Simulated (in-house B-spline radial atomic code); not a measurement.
Computed with a B-spline radial atomic code. Model: two electrons, singlet ground state, non-relativistic, full CI in B-splines with partial waves to l = 8 (at full coupling up to 3e-4 hartree above the limit, correlation up to 0.6 % small), density held at that of full coupling by Lieb maximisation.

W(λ) is the mean repulsion in the state of coupling λ less the Hartree energy of the fixed density. Its start is exact exchange, its initial slope is twice the second-order Görling-Levy correlation energy, and its area from 0 to 1 is E_xc. A straight curve means weak, dynamic correlation, and a curve that drops fast and flattens means strong correlation.

Command:
```bash
python run_ac.py task.json out
```
Settings (lengths in bohr, energies in hartree):
```
potential              coulomb
strength               6.11
lmax                   8
wall_radius            3.08
```

Run time, properties included: 18 s on 1 thread of Intel(R) Xeon(R) Processor @ 2.30GHz, on a shared host.

**W = mean repulsion less Hartree energy, and W of three functionals.**

Given: confinement point charge; nuclear charge 6.11; hard wall radius 3.08 bohr; external potential -Z/r.

Computed: LDA exchange minus exact 507.94 millihartree; PBE exchange minus exact 66.959 millihartree.

| coupling | W xc (hartree) | W xc minus exchange (millihartree) | kinetic minus Kohn-Sham (millihartree) | LDA (PW92) W minus its exchange (millihartree) | PBE W minus its exchange (millihartree) | SCAN W minus its exchange (millihartree) |
| --- | --- | --- | --- | --- | --- | --- |
| 0 | -3.5959 | 0 | 0 | 0 | 0 | 0 |
| 0.02 | -3.5977 | -1.869 | 0 | -14.93 | -1.88 | -1.85 |
| 0.05 | -3.6005 | -4.663 | 0.1 | -31.73 | -4.71 | -4.59 |
| 0.12 | -3.607 | -11.14 | 0.7 | -63.58 | -11.37 | -10.89 |
| 0.25 | -3.6189 | -23.019 | 2.9 | -111.15 | -23.77 | -22.33 |
| 0.4 | ? | ? | ? | ? | ? | ? |
| 0.6 | -3.6499 | -54.058 | 16 | -208.83 | -56.86 | -51.77 |
| 0.8 | -3.6671 | -71.202 | 28 | -254.37 | -75.38 | -67.85 |
| 1 | -3.6838 | -87.935 | 43.1 | -295.29 | -93.55 | -83.45 |
| 1.4 | -3.7161 | -120.22 | 81.8 | -367.28 | -128.78 | -113.36 |
| 2 | -3.7618 | -165.9 | 159.2 | -458.36 | -178.83 | -155.38 |
| 3 | -3.8313 | -235.44 | 332.5 | -581.76 | -255.18 | -219.04 |
| 4.5 | ? | ? | ? | ? | ? | ? |
| 7 | -4.0472 | -451.3 | 1383.2 | -906.98 | -493.11 | -417.63 |
| 10 | -4.1638 | -567.92 | 2366.9 | -1066.2 | -623.76 | -527.53 |

(1) What belongs in the row 0.4?

(2) What belongs in the row 4.5?

(3) What is the SCAN exchange minus exact?

**Energy parts, natural occupations and partial-wave weights.**

Computed: total energy -33.6694 hartree; exchange energy -3.5959 hartree; initial slope twice GL2 -0.093534 hartree; kinetic part over minus potential part 0.48967; Hartree energy 7.1917 hartree; Kohn-Sham kinetic 33.626 hartree; Lieb Oxford ratio E_xc over LDA exchange 1.179.

```json
{"natural": "s", "occupation of the shell (electrons)": "1.9985"}
{"natural": "p", "occupation of the shell (electrons)": "0.00082903"}
{"natural": "s", "occupation of the shell (electrons)": "0.00054093"}
{"natural": "d", "occupation of the shell (electrons)": "4.4738e-05"}
{"natural": "p", "occupation of the shell (electrons)": "?"}
{"natural": "s", "occupation of the shell (electrons)": "1.2586e-05"}
```

(4) What belongs in the row p?

```tsv
wave	weight
s	0.99954
p	0.00043182
d	?
f	3.7133e-06
g	8.8479e-07
```

(5) What belongs in the row d?

(6) What is the kinetic part of the DFT correlation energy?

(7) What is the correlation energy?

## Answers

(1) W xc (hartree): -3.6323; W xc minus exchange (millihartree): -36.487; kinetic minus Kohn-Sham (millihartree): 7.2; LDA (PW92) W minus its exchange (millihartree): -156.77; PBE W minus its exchange (millihartree): -38.03; SCAN W minus its exchange (millihartree): -35.17.

(2) W xc (hartree): -3.9225; W xc minus exchange (millihartree): -326.66; kinetic minus Kohn-Sham (millihartree): 672.7; LDA (PW92) W minus its exchange (millihartree): -726.62; PBE W minus its exchange (millihartree): -355.45; SCAN W minus its exchange (millihartree): -302.51.

(3) -4.1756 millihartree.

(4) occupation of the shell (electrons): 3.1367e-05.

(5) weight: 2.5155e-05.

(6) 0.043059 hartree.

(7) -0.044876 hartree.

Half-way to full coupling W has made 51 % of its drop, against 50 % for a straight line, and second-order (GL2) theory, half the initial slope, overshoots the correlation energy by about 4 %: correlation is weak here. Over couplings 0 to 1 the errors in E_xc come to about +379 millihartree for LDA, +65 millihartree for PBE, -2.2 millihartree for SCAN, so SCAN is nearest. In LDA and PBE and SCAN the errors of exchange and correlation have opposite signs, so the sum is smaller than the larger of the two.
